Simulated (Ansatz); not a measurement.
## Nudged elastic band run: ClF2H5OSiZr

Input:

```yaml
crystal:
  periodic: [false, false, false]
  atoms:
    - { symbol: Zr, position_ang: [-0.394471, -0.630543, -0.070175] }
    - { symbol: O, position_ang: [-0.726381, -0.914829, 1.773445] }
    - { symbol: H, position_ang: [-0.871426, -1.032846, 2.696231] }
    - { symbol: Cl, position_ang: [1.947516, -0.732757, -0.54544] }
    - { symbol: F, position_ang: [-1.097958, 1.055855, -0.607478] }
    - { symbol: F, position_ang: [-1.293369, -1.97733, -1.069134] }
    - { symbol: Si, position_ang: [1.937423, 3.094772, 1.427339] }
    - { symbol: H, position_ang: [3.278764, 2.78875, 1.972889] }
    - { symbol: H, position_ang: [2.009703, 3.240952, -0.042294] }
    - { symbol: H, position_ang: [1.425226, 4.344633, 2.033589] }
    - { symbol: H, position_ang: [1.013973, 1.984445, 1.769027] }
basis:
  gaussian: { orbitals: def2-SVP }
hamiltonian:
  xc: hf
neb:
  order_check: false
  images: 7
  f_tol: 0.03
  max_iterations: 60
  final_atoms:
    - { symbol: Zr, position_ang: [0.22254219, 0.26522362, -0.17077852] }
    - { symbol: O, position_ang: [-0.07671631, 0.18698796, 2.12515043] }
    - { symbol: H, position_ang: [-0.61532918, -0.53605578, 2.4329002] }
    - { symbol: Cl, position_ang: [2.04862337, -0.70358978, -1.33565376] }
    - { symbol: F, position_ang: [-0.93198985, 1.22664696, -1.32138626] }
    - { symbol: F, position_ang: [-0.88046219, -1.2542006, 0.34765815] }
    - { symbol: Si, position_ang: [1.61554391, 2.49815314, 0.90144255] }
    - { symbol: H, position_ang: [2.67462637, 2.0593905, 1.86570851] }
    - { symbol: H, position_ang: [2.26796578, 3.40056421, -0.08464434] }
    - { symbol: H, position_ang: [0.69685639, 3.34610155, 1.72956638] }
    - { symbol: H, position_ang: [0.20733953, 0.73188022, 2.84803568] }
  initial_path:
    images:
      - { positions_ang: [[-0.394471, -0.630543, -0.070175], [-0.726381, -0.914829, 1.773445], [-0.871426, -1.032846, 2.696231], [1.947516, -0.732757, -0.54544], [-1.097958, 1.055855, -0.607478], [-1.293369, -1.97733, -1.069134], [1.937423, 3.094772, 1.427339], [3.278764, 2.78875, 1.972889], [2.009703, 3.240952, -0.042294], [1.425226, 4.344633, 2.033589], [1.013973, 1.984445, 1.769027]] }
      - { positions_ang: [[-0.29310311, -0.47245819, -0.05526521], [-0.54650253, -0.68907569, 1.93242373], [-0.88295022, -0.84945055, 2.70670664], [2.05901365, -0.54522142, -0.61710317], [-1.05450672, 1.19611546, -0.62252953], [-1.19733666, -1.88660206, -0.97328806], [1.83297878, 2.89734256, 1.30330398], [3.11876721, 2.55459173, 1.91772914], [2.01450555, 3.19451956, -0.08501319], [1.23128885, 4.04977665, 1.95712841], [0.94684521, 1.77156398, 1.87390625]] }
      - { positions_ang: [[-0.19173522, -0.31437339, -0.04035542], [-0.36662406, -0.46332238, 2.09140246], [-0.89447444, -0.6660551, 2.71718228], [2.17051129, -0.35768585, -0.68876634], [-1.01105543, 1.33637591, -0.63758105], [-1.10130431, -1.79587413, -0.87744212], [1.72853455, 2.69991312, 1.17926896], [2.95877042, 2.32043345, 1.86256927], [2.01930809, 3.14808711, -0.12773237], [1.03735169, 3.75492029, 1.88066783], [0.87971742, 1.55868296, 1.97878551]] }
      - { positions_ang: [[-0.09036733, -0.15628858, -0.02544563], [-0.1867456, -0.23756908, 2.25038119], [-0.90599867, -0.48265965, 2.72765792], [2.28200894, -0.17015027, -0.76042951], [-0.96760415, 1.47663637, -0.65263258], [-1.00527197, -1.70514619, -0.78159618], [1.62409033, 2.50248368, 1.05523394], [2.79877363, 2.08627518, 1.80740941], [2.02411064, 3.10165467, -0.17045156], [0.84341454, 3.46006394, 1.80420724], [0.81258963, 1.34580194, 2.08366476]] }
      - { positions_ang: [[0.01100057, 0.00179622, -0.01053584], [-0.00686713, -0.01181577, 2.40935992], [-0.91752289, -0.2992642, 2.73813356], [2.39350659, 0.0173853, -0.83209268], [-0.92415286, 1.61689682, -0.66768411], [-0.90923962, -1.61441826, -0.68575024], [1.5196461, 2.30505424, 0.93119892], [2.63877684, 1.85211691, 1.75224954], [2.02891318, 3.05522223, -0.21317074], [0.64947739, 3.16520758, 1.72774666], [0.74546184, 1.13292093, 2.18854401]] }
      - { positions_ang: [[0.06388597, 0.06765307, -0.05059651], [-0.02432942, 0.03788516, 2.33830754], [-0.84197446, -0.3584621, 2.66182522], [2.30728578, -0.16285847, -0.95798295], [-0.92611211, 1.51933436, -0.83110964], [-0.90204526, -1.52436384, -0.42739814], [1.54362055, 2.35332897, 0.92375983], [2.64773922, 1.9039353, 1.78061428], [2.08867633, 3.14155772, -0.18103914], [0.66132214, 3.21043108, 1.72820159], [0.61093127, 1.03266075, 2.35341693]] }
      - { positions_ang: [[0.11677138, 0.13350992, -0.09065718], [-0.04179172, 0.0875861, 2.26725517], [-0.76642604, -0.41765999, 2.58551688], [2.22106498, -0.34310224, -1.08387322], [-0.92807136, 1.42177189, -0.99453518], [-0.89485091, -1.43430943, -0.16904605], [1.567595, 2.40160369, 0.91632074], [2.6567016, 1.9557537, 1.80897902], [2.14843948, 3.22789322, -0.14890754], [0.67316689, 3.25565457, 1.72865652], [0.47640069, 0.93240057, 2.51828984]] }
      - { positions_ang: [[0.16965679, 0.19936677, -0.13071785], [-0.05925402, 0.13728703, 2.1962028], [-0.69087761, -0.47685788, 2.50920854], [2.13484417, -0.52334601, -1.20976349], [-0.9300306, 1.32420943, -1.15796072], [-0.88765655, -1.34425501, 0.08930605], [1.59156945, 2.44987841, 0.90888164], [2.66566399, 2.0075721, 1.83734377], [2.20820263, 3.31422871, -0.11677594], [0.68501164, 3.30087806, 1.72911145], [0.34187011, 0.83214039, 2.68316276]] }
      - { positions_ang: [[0.22254219, 0.26522362, -0.17077852], [-0.07671631, 0.18698796, 2.12515043], [-0.61532918, -0.53605578, 2.4329002], [2.04862337, -0.70358978, -1.33565376], [-0.93198985, 1.22664696, -1.32138626], [-0.88046219, -1.2542006, 0.34765815], [1.61554391, 2.49815314, 0.90144255], [2.67462637, 2.0593905, 1.86570851], [2.26796578, 3.40056421, -0.08464434], [0.69685639, 3.34610155, 1.72956638], [0.20733953, 0.73188022, 2.84803568]] }
```

Run as:

```bash
$ ansatz run input.yaml --threads 2 --pin off --max-ram 3072MiB --backend cpu --events-out ev --progress --plain --runs-dir out
```

Output, in part (warnings, iteration lines, the closing report on the highest movable image, with atoms numbered from 0):

```
NEB end point (image 0): max|allowed force component| = 1.924e-3 eV/Å (the criterion of neb.relax_end_points is 1.000e-2)
NEB end point (image 8): max|allowed force component| = 2.205e-2 eV/Å (the criterion of neb.relax_end_points is 1.000e-2)
NEB iter   1: max|band force component| = 1.040e1 eV/Å  barrier→ = 5.9640 eV  barrier← = 4.4347 eV  Δτ_max = 0.2000 Å  (385 SCF iters)
NEB iter   2: max|band force component| = 2.880e0 eV/Å  barrier→ = 4.1969 eV  barrier← = 2.6676 eV  Δτ_max = 0.2000 Å  (279 SCF iters)
NEB iter   3: max|band force component| = 2.060e0 eV/Å  barrier→ = 2.9074 eV  barrier← = 1.3781 eV  Δτ_max = 0.2000 Å  (273 SCF iters)
NEB iter   4: max|band force component| = 2.080e0 eV/Å  barrier→ = 2.8840 eV  barrier← = 1.3547 eV  Δτ_max = 0.0998 Å  (267 SCF iters)
NEB iter   5: max|band force component| = 1.012e0 eV/Å  barrier→ = 2.7472 eV  barrier← = 1.2179 eV  Δτ_max = 0.1475 Å  (272 SCF iters)
NEB iter   6: max|band force component| = 4.671e-1 eV/Å  barrier→ = 2.7367 eV  barrier← = 1.2073 eV  CI = image 5  Δτ_max = 0.2000 Å  (271 SCF iters)
NEB iter   7: max|band force component| = 8.039e-1 eV/Å  barrier→ = 2.7684 eV  barrier← = 1.2390 eV  CI = image 5  Δτ_max = 0.0992 Å  (266 SCF iters)
NEB iter   8: max|band force component| = 1.246e0 eV/Å  barrier→ = 2.7053 eV  barrier← = 1.1760 eV  CI = image 5  Δτ_max = 0.1012 Å  (272 SCF iters)
NEB iter   9: max|band force component| = 5.809e-1 eV/Å  barrier→ = 2.8003 eV  barrier← = 1.2709 eV  CI = image 5  Δτ_max = 0.1860 Å  (272 SCF iters)
NEB iter  10: max|band force component| = 9.848e-1 eV/Å  barrier→ = 2.8476 eV  barrier← = 1.3183 eV  CI = image 5  Δτ_max = 0.0923 Å  (267 SCF iters)
NEB iter  11: max|band force component| = 3.282e-1 eV/Å  barrier→ = 2.7902 eV  barrier← = 1.2609 eV  CI = image 5  Δτ_max = 0.0391 Å  (271 SCF iters)
NEB iter  12: max|band force component| = 1.741e-1 eV/Å  barrier→ = 2.7855 eV  barrier← = 1.2561 eV  CI = image 5  Δτ_max = 0.0436 Å  (274 SCF iters)
NEB iter  13: max|band force component| = 8.249e-2 eV/Å  barrier→ = 2.7838 eV  barrier← = 1.2545 eV  CI = image 5  Δτ_max = 0.0400 Å  (273 SCF iters)
NEB iter  14: max|band force component| = 7.020e-2 eV/Å  barrier→ = 2.7827 eV  barrier← = 1.2533 eV  CI = image 5  Δτ_max = 0.0391 Å  (274 SCF iters)
NEB iter  15: max|band force component| = 2.362e-1 eV/Å  barrier→ = 2.7819 eV  barrier← = 1.2526 eV  CI = image 5  Δτ_max = 0.0196 Å  (276 SCF iters)
NEB iter  16: max|band force component| = 1.024e-1 eV/Å  barrier→ = 2.7815 eV  barrier← = 1.2522 eV  CI = image 5  Δτ_max = 0.0186 Å  (277 SCF iters)
NEB iter  17: max|band force component| = 4.326e-2 eV/Å  barrier→ = 2.7813 eV  barrier← = 1.2520 eV  CI = image 5  Δτ_max = 0.0282 Å  (278 SCF iters)
NEB iter  18: max|band force component| = 4.812e-2 eV/Å  barrier→ = 2.7812 eV  barrier← = 1.2519 eV  CI = image 5  Δτ_max = 0.0141 Å  (275 SCF iters)
NEB iter  19: max|band force component| = 2.248e-2 eV/Å  barrier→ = 2.7809 eV  barrier← = 1.2516 eV  CI = image 5  Δτ_max = 0.0085 Å  (676 SCF iters)
NEB iter  20: max|band force component| = 2.850e-2 eV/Å  barrier→ = 2.7808 eV  barrier← = 1.2515 eV  CI = image 5  Δτ_max = 0.0000 Å  (103 SCF iters)
Total energy: -29153.32257710 eV, -1071.3648438767 hartree
Atom 0 at     0.100410     0.067462    -0.086144 Å, force    -0.015812    -0.006907    -0.002014 eV/Å
Atom 1 at    -0.116450    -0.062708     1.980193 Å, force     0.012235     0.005186     0.003226 eV/Å
Atom 2 at    -0.561324    -0.371349     2.758786 Å, force    -0.005376    -0.010326     0.005179 eV/Å
Atom 3 at     2.165915    -0.596729    -1.039775 Å, force     0.000126    -0.001078    -0.001321 eV/Å
Atom 4 at    -0.854092     1.382351    -1.052783 Å, force    -0.000205    -0.000833    -0.000804 eV/Å
Atom 5 at    -1.029246    -1.438833    -0.339671 Å, force     0.009994     0.011589    -0.000174 eV/Å
Atom 6 at     1.539432     2.479768     1.319743 Å, force     0.001905    -0.001984     0.008211 eV/Å
Atom 7 at     2.875123     2.319194     1.953610 Å, force    -0.001278     0.002087     0.001493 eV/Å
Atom 8 at     1.773968     2.913205    -0.088208 Å, force     0.003579    -0.001080    -0.004711 eV/Å
Atom 9 at     0.833642     3.600573     1.999750 Å, force    -0.000114    -0.003457    -0.004155 eV/Å
Atom 10 at     0.501621     0.928168     1.932498 Å, force    -0.005054     0.006803    -0.004931 eV/Å
Dipole moment:    -0.305272    -0.247777     0.747095 e Å
```

It converged. The band force fell under the threshold earlier too, but the program's further tests of the path sent the band on. Neighbouring images differ by up to 1.8 eV, so the band resolves the path poorly. A vibrational analysis at the climbing image gives one clearly imaginary mode, 1692i cm⁻¹: a first-order saddle point. The orbitals stay closed-shell, which can raise the energy where a bond breaks towards radicals; this wasn't checked here.

Final band (atoms are numbered from 1 in the order of the input):

```tsv
image	path coordinate (Å)	energy (kJ/mol)	Si7–H11 (Å)	Zr1–Si7 (Å)	O2–H11 (Å)
0	0.00	0.0	1.48	4.64	3.38
1	0.62	0.7	1.48	4.34	3.02
2	1.25	4.7	1.48	4.01	2.67
3	1.87	21.6	1.48	3.67	2.31
4	2.50	91.7	1.53	3.34	1.85
5	3.12	268.3	1.96	3.14	1.17
6	3.74	204.7	2.41	2.98	0.96
7	4.36	160.0	2.78	2.88	0.95
8	4.98	147.6	2.98	2.84	0.95
```

The run took 7.5 min on 2 threads of Arm Neoverse V1, on a shared host, peak memory 0.34 GiB.
